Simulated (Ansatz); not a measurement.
`BC(=O)OC` + H₂O → `COC(=O)O` + BH₃ at 500 K and 1 bar (formal hydrolysis of a C–B bond).

Computed with Ansatz on PBE0-D4/def2-TZVP structures; ΔE is electronic, products minus reactants. CCSD(T)/CBS adds triple-zeta CCSD(T) − MP2 to the extrapolated MP2 energy (def2 sets, frozen cores). This one scheme is used for every species. Each species was taken in one conformer, which may not be the lowest.

| species | CCSD(T)/CBS energy (Eh) | H − E (kJ/mol) | S (J/(mol·K)) |
| --- | --- | --- | --- |
| `BC(=O)OC` | -254.22022 | 231.5 | 378.2 |
| H₂O | -76.37941 | 73.2 | 206.3 |
| `COC(=O)O` | -304.04228 | 214.2 | 353.3 |
| BH₃ | -26.55200 | 86.8 | 208.8 |

H − E and S are ideal-gas, rigid-rotor, harmonic terms from PBE0-D4/def2-TZVP, for one conformer and one mirror image of each species. 1 Eh = 2625.50 kJ/mol, R = 8.31446 J/(mol·K).

Problem. By hand: ΔE, ΔH, ΔS and ΔG.

Solution. ΔE = (-304.04228) + (-26.55200) − (-254.22022) − (-76.37941) = 0.00535 Eh = 14.0 kJ/mol. Δ(H − E) = 214.2 + 86.8 − 231.5 − 73.2 = -3.7, so ΔH = 10.3 kJ/mol. ΔS = 353.3 + 208.8 − 378.2 − 206.3 = -22.4 J/(mol·K). ΔG = 10.3 − 500 × (-22.4)/1000 = 21.5 kJ/mol.

Problem. By hand: the equilibrium constant, and the temperature at which ΔG would vanish if ΔH and ΔS stayed fixed.

Solution. log₁₀ K = −ΔG/(RT ln 10) = -2.2. ΔH and −TΔS have one sign here, so there is no such temperature.

TΔS isn't small against ΔH here. A doubt of 5 kJ/mol in ΔE shifts log₁₀ K by 0.5 here. Other conformers and mirror images would add mixing entropy, several J/(mol·K) or more a flexible species. These are equilibria of isolated gas molecules and say nothing of rates. Largest T1 diagnostic: 0.018 (customary marks: 0.02 for closed shells, 0.045 for open ones).
